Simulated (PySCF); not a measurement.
**Solvent effects on NMR parameters**

Geometry:
| atom | x (Å) | y (Å) | z (Å) |
| --- | --- | --- | --- |
| C1 | 2.644 | -0.181 | 0.924 |
| C2 | 1.514 | -0.441 | -0.030 |
| F3 | 0.882 | -1.621 | 0.329 |
| O4 | 0.633 | 0.606 | 0.021 |
| C5 | -0.417 | 0.591 | -0.913 |
| C6 | -1.629 | -0.206 | -0.456 |
| C7 | -2.271 | 0.323 | 0.801 |
| F8 | -1.506 | 0.165 | 1.879 |
| F9 | -2.550 | 1.631 | 0.694 |
| F10 | -3.427 | -0.310 | 1.038 |
| H11 | 3.342 | -1.029 | 0.926 |
| H12 | 3.181 | 0.732 | 0.635 |
| H13 | 2.232 | -0.048 | 1.934 |
| H14 | 1.863 | -0.603 | -1.072 |
| H15 | -0.706 | 1.641 | -1.070 |
| H16 | -0.065 | 0.188 | -1.882 |
| H17 | -2.398 | -0.172 | -1.243 |
| H18 | -1.364 | -1.257 | -0.281 |

GIAO PBE0/pcSseg-1 in PySCF 2.14.0 with density-fitted response routines on one PBE0-D3(BJ)/def2-SVP conformer, non-relativistic, equivalent nuclei averaged. Solvents enter as an IEF-PCM continuum (benzene with ε = 2.3, chloroform with ε = 4.7) around the gas-phase geometry. Shifts are referred to TMS, CFCl3 computed in the same medium.

Gas phase, δ in ppm: C7 131.3, C2 114.8, C5 67.0, C6 38.5, C1 23.0, F8/F9/F10 -79.1, F3 -130.8, H14 5.12, H15 4.29, H16 3.37, H18 2.74, H17 1.54, H11/H12/H13 1.40. Dipole moment 3.38 D.

(1) How does each δ change in the continuum?

(2) Which nuclei move most (in ppm), and what does the model miss?

## Answers

(1) 
```csv
atoms,environment,"Δδ, benzene","Δδ, chloroform"
C7,CF3 carbon,+1.0,+1.6
C2,sp3 CH bonded to F and O,+0.6,+1.0
C5,sp3 CH2 bonded to O,+0.2,+0.4
C6,sp3 CH2,+0.4,+0.7
C1,methyl carbon,+0.2,+0.3
F8/F9/F10,fluorine of a CF3 group,0.0,0.0
F3,fluorine on an sp3 carbon,-2.2,-3.5
H14,hydrogen on an sp3 CH bonded to F and O,+0.11,+0.19
H15,hydrogen on an sp3 CH2 bonded to O,+0.02,+0.03
H16,hydrogen on an sp3 CH2 bonded to O,+0.17,+0.28
H18,hydrogen on an sp3 CH2,0.00,0.00
H17,hydrogen on an sp3 CH2,+0.18,+0.30
H11/H12/H13,hydrogen on a methyl carbon,+0.02,+0.03
```

Changes are relative to the gas phase. The dipole moment becomes 3.73 D in benzene, 3.96 D in chloroform.

(2) F3 (fluorine on an sp3 carbon, -3.5 ppm) in chloroform. A continuum only polarises the solute; specific hydrogen bonds, the anisotropy of aromatic solvents and changes of geometry or conformer are outside it.
